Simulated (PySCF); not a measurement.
## TDDFT excited states: C6H17AlO

C₆H₁₇AlO.
Structure used (PBE0-D3(BJ)/def2-SVP), in Å, numbered top down from 1:
```xyz
25
C6H17AlO angstrom
C      2.0009   -1.6226   -0.7489
O      1.7838   -0.3031   -0.2794
C      2.3540    0.7156   -1.0827
Al     0.6238    0.0955    1.3079
C     -1.2101    0.2457    0.5203
C     -2.1625    0.5513    1.6804
C     -1.2770    1.3824   -0.4998
C     -1.6323   -1.0626   -0.1480
H      1.5307   -1.7590   -1.7360
H      1.5474   -2.3051   -0.0203
H      3.0821   -1.8222   -0.8186
H      2.1446    1.6727   -0.5902
H      1.9058    0.7046   -2.0892
H      3.4436    0.5685   -1.1569
H      1.3209    1.4768    1.7484
H      0.9301   -1.2464    2.1412
H     -2.1624   -0.2509    2.4385
H     -1.9024    1.4930    2.1942
H     -3.2079    0.6574    1.3260
H     -0.9819    2.3505   -0.0611
H     -0.6207    1.2002   -1.3693
H     -2.3033    1.5060   -0.9006
H     -1.5858   -1.9181    0.5469
H     -2.6732   -1.0063   -0.5257
H     -0.9967   -1.3079   -1.0172
```

Method: PySCF, TDDFT PBE0/def2-SVPD, vertical, gas phase, core orbitals frozen in the response.

Problem. What does the calculation give for the low-lying excited states?

Solution. 

```csv
state,E (eV),ν̃ (cm⁻¹),f,|μ| (D),"main configurations (H = HOMO, L = LUMO)"
S1,5.33,43010,0.014,0.83,"H→L (80%), H→L+1 (17%)"
S2,5.61,45210,0.017,0.88,"H→L+1 (80%), H→L (16%)"
S3,6.29,50720,0.014,0.77,H→L+3 (93%)
S4,6.36,51330,0.0007,0.17,H→L+2 (96%)
S5,6.40,51600,0.0005,0.14,"H→L+5 (59%), H→L+4 (36%)"
S6,6.52,52580,0.015,0.77,"H-1→L (67%), H-1→L+1 (28%)"
S7,6.57,53020,0.113,2.13,"H→L+4 (63%), H→L+5 (35%)"
S8,6.85,55230,0.026,1.00,"H-1→L+1 (69%), H-1→L (29%)"
S9,6.94,56000,0.078,1.72,H→L+6 (94%)
S10,7.06,56980,0.0070,0.51,H→L+7 (90%)
```

Triplets, Tamm–Dancoff:

| state | E (eV) | λ (nm) | main configurations (H = HOMO, L = LUMO) |
| --- | --- | --- | --- |
| T1 | 5.18 | 239.6 | H→L (56%), H→L+1 (37%) |
| T2 | 5.50 | 225.3 | H→L+1 (55%), H→L (38%) |
| T3 | 5.99 | 206.8 | H→L+3 (76%) |
| T4 | 6.11 | 203.0 | H-1→L+1 (50%), H-1→L (35%), H-1→L+5 (8%) |

The lowest singlet lies at 5.33 eV (233 nm, ultraviolet) and is weak; its leading configuration is HOMO→LUMO (80%). The strongest level in the table is S7 at 6.57 eV (189 nm, f = 0.113). Löwdin shares by element: HOMO carbon 51% or more, aluminium 18% (atoms not listed hold the other 31%); LUMO carbon 28% or more, aluminium 14%, hydrogen 7% or more (atoms not listed hold the other 51%). Weighted by f, the mean energy of these states is 6.58 eV. Orbital energies (eV): HOMO-3 -8.78, HOMO-2 -8.77, HOMO-1 -7.41, HOMO -6.14, LUMO 0.12, LUMO+1 0.52, LUMO+2 1.02. The listed states span 1.73 eV, and the widest gap between neighbours is 0.68 eV (S2 to S3). All these states lie below the vertical ionisation energy of 7.87 eV (ΔSCF). Singlets were solved by full linear response, triplets in the Tamm–Dancoff approximation.

On an Arm Neoverse V2 with one thread, shared host, this took 2.2 min of wall time and 1.3 GiB of memory at its peak.

One conformer stands for the species.

Without π bonds the low states are Rydberg-like; a valence basis with one diffuse set may place them up to an eV too high.
